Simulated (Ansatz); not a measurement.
AlH$_{7}$OSiSn, SMILES `O[SiH2][AlH][SnH3]`. Charge 0, multiplicity 1. Sn: def2 effective core potential.

| atom | x (Å) | y (Å) | z (Å) |
| --- | --- | --- | --- |
| O1 | 2.2832 | 0.1363 | -0.5762 |
| Si2 | 1.5838 | -1.3263 | -0.2194 |
| Al3 | -0.8604 | -1.0691 | -0.0166 |
| Sn4 | -1.6689 | 1.4565 | 0.2644 |
| H5 | 1.9153 | 0.9133 | -0.1520 |
| H6 | 2.1441 | -1.8945 | 1.0476 |
| H7 | 2.0001 | -2.2419 | -1.3160 |
| H8 | -1.9106 | -2.2625 | -0.0243 |
| H9 | -0.3049 | 2.4913 | 0.4338 |
| H10 | -2.5380 | 2.0550 | -1.0833 |
| H11 | -2.6436 | 1.7419 | 1.6419 |

Q: What are the harmonic wavenumbers in cm⁻¹ at PBE0-D4/def2-TZVP (Ansatz, finite differences of forces, unscaled)? (Best estimate.)

A: Computed: 32, 44, 59, 179, 222, 261, 283, 314, 354, 386, 463, 567, 682, 727, 736, 738, 804, 855, 916, 938, 1884, 1906, 1917, 1919, 2156, 2211, 3908.

Q: Is this a minimum?

A: Yes, all 27 modes are real.

Q: Give the ideal-gas thermochemistry at 298.15 K and 1 bar (rigid rotor, harmonic oscillator; point group C1, symmetry number 1).

A: Zero-point energy 152.3 kJ/mol; H(298) − E = 179.9 kJ/mol; entropy 419.5 J/(mol·K), of which translation 174.7, rotation 122.6, vibration 122.2; G(298) − E = 54.9 kJ/mol. Modes under 100 cm⁻¹ are hindered rotations or soft bends, so the harmonic entropy is rough.

Q: Rotational constants (cm⁻¹)?

A: 0.1483, 0.02608, 0.02265.
